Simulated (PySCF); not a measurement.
A made-up structure of BSiH3O2, closed shell:

```
7
angstrom
O -1.1127 0.6492 -1.1457
Si 1.3421 -0.7512 0.1162
B -0.0970 0.4648 0.1213
O 0.1634 -1.1761 0.6205
H -2.0160 0.9144 -0.9639
H -0.4787 1.0807 1.0144
H 2.5759 -1.4346 -0.0482
```

It is relaxed with PBE-D4/def2-SVP and then PBE0-D4/def2-TZVP (PySCF 2.14 with density fitting (its default auxiliary sets; JK sets also for MP2 and CCSD(T))). Atoms count as bonded within 1.22 times the sum of their covalent radii (H–H: 0.88 Å). The end point is not checked to be a true minimum.

(1) Does its bonding change? (Judge from chemistry; the calculation decides.)

Answers

(1) Computed: Yes. Formed: none; broken: Si2–B3.

Where it ends: The first stage lowers the energy by 5.32 eV in 38 steps. It ends as BSiH₃O₂ ([OH][BH][O][SiH]):
```
7
angstrom
O -1.4504 0.3672 -0.6777
Si 2.1978 -0.0148 -0.5374
B -0.5794 0.2157 0.3526
O 0.6835 -0.1672 0.0709
H -2.3270 0.6224 -0.3846
H -0.9091 0.3967 1.4922
H 2.5220 -1.5185 -0.5320
```

Labels in which every atom is bracketed show which atoms are joined, not bond orders.

For scale, one of the runs: PBE0-D4/def2-TZVP relaxation, 148 basis functions, launched by `OMP_NUM_THREADS=2 python run.py`. The run took 2.5 min on 2 CPU threads of an Arm Neoverse N1 (shared host), with 1.4 GiB of host memory at its peak.
